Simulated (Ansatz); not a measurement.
Geometry optimisation, DFT PBE, scalar-relativistic, plane waves, PAW in Ansatz 0.2.0.

Input:

```yaml
crystal:
  lattice:
    - [11.518769, 0.0, 0.0]
    - [5.759385, 9.975547, 0.0]
    - [0.0, 0.0, 19.868765]
  atoms:
    - { symbol: H, position: [0.11111111, 0.11111111, 0.05033025] }
    - { symbol: H, position: [0.44444446, 0.11111111, 0.05033025] }
    - { symbol: H, position: [0.77777781, 0.11111111, 0.05033025] }
    - { symbol: H, position: [0.11111111, 0.44444444, 0.05033025] }
    - { symbol: H, position: [0.44444445, 0.44444444, 0.05033025] }
    - { symbol: H, position: [0.7777778, 0.44444444, 0.05033025] }
    - { symbol: H, position: [0.1111111, 0.77777778, 0.05033025] }
    - { symbol: H, position: [0.44444445, 0.77777778, 0.05033025] }
    - { symbol: H, position: [0.77777779, 0.77777778, 0.05033025] }
    - { symbol: Si, position: [0.11111111, 0.11111111, 0.12582564] }
    - { symbol: Si, position: [0.44444446, 0.11111111, 0.12582564] }
    - { symbol: Si, position: [0.77777781, 0.11111111, 0.12582564] }
    - { symbol: Si, position: [0.11111111, 0.44444444, 0.12582564] }
    - { symbol: Si, position: [0.44444445, 0.44444444, 0.12582564] }
    - { symbol: Si, position: [0.7777778, 0.44444444, 0.12582564] }
    - { symbol: Si, position: [0.1111111, 0.77777778, 0.12582564] }
    - { symbol: Si, position: [0.44444445, 0.77777778, 0.12582564] }
    - { symbol: Si, position: [0.77777779, 0.77777778, 0.12582564] }
    - { symbol: Si, position: [-0.11111112, 0.22222222, 0.16527212] }
    - { symbol: Si, position: [0.22222223, 0.22222222, 0.16527212] }
    - { symbol: Si, position: [0.55555557, 0.22222222, 0.16527212] }
    - { symbol: Si, position: [-0.11111113, 0.55555555, 0.16527212] }
    - { symbol: Si, position: [0.22222222, 0.55555555, 0.16527212] }
    - { symbol: Si, position: [0.55555557, 0.55555555, 0.16527212] }
    - { symbol: Si, position: [-0.11111114, 0.88888889, 0.16527212] }
    - { symbol: Si, position: [0.22222221, 0.88888889, 0.16527212] }
    - { symbol: Si, position: [0.55555556, 0.88888889, 0.16527212] }
    - { symbol: Si, position: [-0.11111112, 0.22222222, 0.28361159] }
    - { symbol: Si, position: [0.22222223, 0.22222222, 0.28361159] }
    - { symbol: Si, position: [0.55555557, 0.22222222, 0.28361159] }
    - { symbol: Si, position: [-0.11111113, 0.55555555, 0.28361159] }
    - { symbol: Si, position: [0.22222222, 0.55555555, 0.28361159] }
    - { symbol: Si, position: [0.55555557, 0.55555555, 0.28361159] }
    - { symbol: Si, position: [-0.11111114, 0.88888889, 0.28361159] }
    - { symbol: Si, position: [0.22222221, 0.88888889, 0.28361159] }
    - { symbol: Si, position: [0.55555556, 0.88888889, 0.28361159] }
    - { symbol: Si, position: [0.0, 0.0, 0.32305807] }
    - { symbol: Si, position: [0.33333335, 0.0, 0.32305807] }
    - { symbol: Si, position: [0.66666669, 0.0, 0.32305807] }
    - { symbol: Si, position: [-1.0e-08, 0.33333333, 0.32305807] }
    - { symbol: Si, position: [0.33333334, 0.33333333, 0.32305807] }
    - { symbol: Si, position: [0.66666669, 0.33333333, 0.32305807] }
    - { symbol: Si, position: [-1.0e-08, 0.66666667, 0.32305807] }
    - { symbol: Si, position: [0.33333333, 0.66666667, 0.32305807] }
    - { symbol: Si, position: [0.66666668, 0.66666667, 0.32305807] }
    - { symbol: H, position: [0.33333335, 0.0, 0.39603694] }
    - { symbol: H, position: [0.66666669, 0.0, 0.39603694] }
    - { symbol: H, position: [-1.0e-08, 0.33333333, 0.39603694] }
    - { symbol: H, position: [0.33333334, 0.33333333, 0.39603694] }
    - { symbol: H, position: [0.66666669, 0.33333333, 0.39603694] }
    - { symbol: H, position: [-1.0e-08, 0.66666667, 0.39603694] }
    - { symbol: H, position: [0.33333333, 0.66666667, 0.39603694] }
    - { symbol: H, position: [0.66666668, 0.66666667, 0.39603694] }
    - { symbol: Al, position: [0.88888892, 0.11111111, 0.42422189], spin: 1.0 }
    - { symbol: Cl, position: [1.11111116, -0.11111111, 0.41214262] }
    - { symbol: Cl, position: [1.09064488, 0.05223288, 0.44991548] }
    - { symbol: Cl, position: [0.74601502, 0.31286829, 0.44991548] }
magnetization:
  spin_polarized: true
basis:
  ecutwfc: 420.0
kpoints:
  mp_grid: { grid: [1, 1, 1] }
hamiltonian:
  xc: pbe
  pseudopotentials: { kind: paw, azcp: { folder: soft_1 } }
scf:
  occupations: { method: gaussian, width: 0.02 }
  lower_state_search: "off"
relax:
  f_tol: 0.03
  max_steps: 60
  adjacent_minimum: "off"
  constraints:
    - { sites: [0, 1, 2, 3, 4, 5, 6, 7, 8, 9, 10, 11, 12, 13, 14, 15, 16, 17] }
```

Launched with:

```bash
$ ansatz run input.yaml --threads 4 --pin off --max-ram 10240MiB --backend cpu --events-out ev --progress --plain --runs-dir out
```

Where does it end, and by what steps?

The forces met the threshold. Limits of this set-up: coarse k mesh, thin slab, slab without dipole correction, no dispersion correction for a molecule that may bind weakly, a typed lattice constant that wasn't relaxed here. After 21 steps the energy has fallen by 11.239 eV; Cl57 moved furthest, 2.32 Å. The start is strongly strained (largest force component 9 eV/Å), so its close contacts needn't be bonds. Parted: Si37–Cl55 (2.18 → 3.75 Å), H50–Cl57 (1.35 → 2.98 Å), Cl55–Cl56 (1.93 → 3.58 Å).

```
step  energy less start (eV)  largest force component (eV/Å)  accepted
   0                  0.0000                           9.219       yes
   1                 -4.3365                           5.292       yes
   2                 -6.7140                           2.588       yes
   3                 -7.9593                           1.206       yes
   4                 -8.5923                           1.061       yes
   5                 -9.0490                           0.801       yes
   6                 -9.3550                           0.697       yes
   7                 -9.6153                           0.558       yes
   8                 -9.8937                           0.595       yes
   9                -10.1955                           0.596       yes
  10                -10.4703                           0.588       yes
  11                -10.7058                           0.518       yes
  12                -10.8898                           0.374       yes
  13                -11.0334                           0.219       yes
  14                -11.1272                           0.120       yes
  15                -11.1740                           0.120       yes
  16                -11.2039                           0.072       yes
  17                -11.2224                           0.050       yes
  18                -11.2322                           0.128       yes
  19                -11.2365                           0.095       yes
  20                -11.2382                           0.053       yes
  21                -11.2390                           0.019       yes
```

```xyz
57
Lattice="11.5188 0.0000 0.0000 5.7594 9.9755 0.0000 0.0000 0.0000 19.8688" Properties=species:S:1:pos:R:3
H 1.920 1.108 1.000
H 5.759 1.108 1.000
H 9.599 1.108 1.000
H 3.840 4.434 1.000
H 7.679 4.434 1.000
H 11.519 4.434 1.000
H 5.759 7.759 1.000
H 9.599 7.759 1.000
H 13.439 7.759 1.000
Si 1.920 1.108 2.500
Si 5.759 1.108 2.500
Si 9.599 1.108 2.500
Si 3.840 4.434 2.500
Si 7.679 4.434 2.500
Si 11.519 4.434 2.500
Si 5.759 7.759 2.500
Si 9.599 7.759 2.500
Si 13.439 7.759 2.500
Si -0.001 2.204 3.296
Si 3.838 2.206 3.275
Si 7.679 2.206 3.276
Si 1.917 5.533 3.258
Si 5.758 5.533 3.276
Si 9.600 5.533 3.258
Si 3.840 8.857 3.294
Si 7.677 8.857 3.295
Si 11.518 8.854 3.257
Si 0.001 2.186 5.649
Si 3.837 2.231 5.622
Si 7.684 2.231 5.623
Si 1.921 5.556 5.593
Si 5.760 5.567 5.623
Si 9.599 5.558 5.593
Si 3.880 8.911 5.646
Si 7.641 8.911 5.647
Si 11.519 8.885 5.591
Si -0.001 -0.008 6.603
Si 3.840 -0.011 6.389
Si 7.679 -0.011 6.389
Si 1.911 3.326 6.392
Si 5.759 3.327 6.393
Si 9.606 3.327 6.392
Si 3.829 6.657 6.389
Si 7.687 6.657 6.391
Si 11.518 6.651 6.364
H 3.893 -0.015 7.885
H 7.626 -0.015 7.884
H 1.934 3.370 7.888
H 5.759 3.326 7.893
H 9.584 3.374 7.888
H 3.799 6.612 7.885
H 7.716 6.614 7.887
H 11.518 6.649 7.864
Al 11.517 -0.005 9.126
Cl 11.499 -2.069 9.734
Cl 13.310 1.014 9.739
Cl 9.740 1.043 9.737
```

Whether the end is a true minimum wasn't checked by a vibrational analysis.

Time of the run: 5.3 min on 4 threads of Arm Neoverse V2 (shared host), peak memory 2.4 GiB.
